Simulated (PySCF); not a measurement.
```xyz
22

B      1.7235     1.0708     1.3240
C      0.7084     0.3079     0.4298
C     -0.0832    -0.6099     1.4185
C     -1.3913    -0.9289     0.6407
C     -1.1958    -0.2099    -0.6978
C     -0.1060    -0.9389    -1.4948
C      1.1916    -0.6035    -0.7181
C     -0.4725     1.0568    -0.2185
S      0.0968     2.2211    -1.4960
H      1.3920     2.0935     1.8802
H      2.8145     0.6017     1.5616
H      0.5003    -1.5082     1.6668
H     -0.3074    -0.0951     2.3675
H     -1.5456    -2.0105     0.5093
H     -2.2699    -0.5359     1.1743
H     -2.1286    -0.0457    -1.2569
H     -0.3081    -2.0191    -1.5546
H     -0.0565    -0.5510    -2.5220
H      1.7060    -1.4923    -0.3229
H      1.9114    -0.0783    -1.3632
H     -1.0519     1.6171     0.5316
H     -1.1276     2.6584    -1.8596
```

Charge 0, multiplicity 1.

### Question
Give the Mulliken and meta-Löwdin atomic charges from PySCF with PBE-D3(BJ)/def2-TZVP // PBE0-D3(BJ)/def2-SVP.

### Answer

```tsv
atom	Mulliken (e)	meta-Löwdin (e)
B1	-0.08	-0.02
C2	0.07	-0.04
C3	-0.26	-0.20
C4	-0.21	-0.21
C5	0.05	-0.08
C6	-0.16	-0.22
C7	-0.25	-0.22
C8	-0.04	-0.14
S9	-0.24	-0.11
H10	0.02	0.02
H11	0.02	0.01
H12	0.10	0.11
H13	0.11	0.11
H14	0.09	0.11
H15	0.09	0.11
H16	0.08	0.10
H17	0.08	0.10
H18	0.10	0.12
H19	0.09	0.11
H20	0.12	0.11
H21	0.10	0.11
H22	0.14	0.10
```
